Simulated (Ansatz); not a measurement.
C₂H₃, doublet, geometry from GFN2-xTB; PBE/STO-3G run with Ansatz (a program for electronic structure).

The Ansatz input:
Ansatz 0.2 input:
```yaml
crystal:
  periodic: [false, false, false]
  atoms:
    - {symbol: C, position_ang: [0.66801280, -0.25106413, 0.02041584]}
    - {symbol: C, position_ang: [-0.56330933, 0.12414455, -0.01579794]}
    - {symbol: H, position_ang: [1.64284906, 0.17713737, 0.03734254]}
    - {symbol: H, position_ang: [-0.88995141, 1.16819846, -0.04069879]}
    - {symbol: H, position_ang: [-1.38111845, -0.58381835, -0.02435116]}
basis:
  gaussian:
    orbitals: STO-3G
    occupation: {up: {"A'": 6, "A''": 2}, down: {"A'": 6, "A''": 1}}
hamiltonian:
  xc: pbe
magnetization: {spin_polarized: true, initial_magnetization: 1}
```

Q: Predict the main parts of the log of this Ansatz run.

A: 
```
Functional definition: PBE
the irreps are read with x along [0.000, 1.000, -0.016], y along [-1.000, 0.000, -0.024] and z along [-0.024, 0.016, 1.000] of the geometry given
171 factors; integrals over basis functions are off by at most 3.2e-5 eV
mean field evaluation 1: about -2083.8108 eV, gradient 1.0e1 eV
mean field evaluation 2: about -2084.4817 eV, gradient 3.9e-1 eV
mean field evaluation 4: about -2084.4284 eV, gradient 6.8e-2 eV
mean field evaluation 8: about -2084.4284 eV, gradient 1.3e-6 eV
mean field -2084.42843299 eV, -76.6013320362 hartree, gradient 1.3e-6 eV, S^2 0.752056; 0 other end points of the search recorded, 0 dependent functions left out
reference -2084.42844980 eV, -76.6013326537 hartree; 8, 7 occupied and 5, 6 virtual orbitals, 171 factors
Total energy: -2084.42844980 eV, -76.6013326537 hartree
```
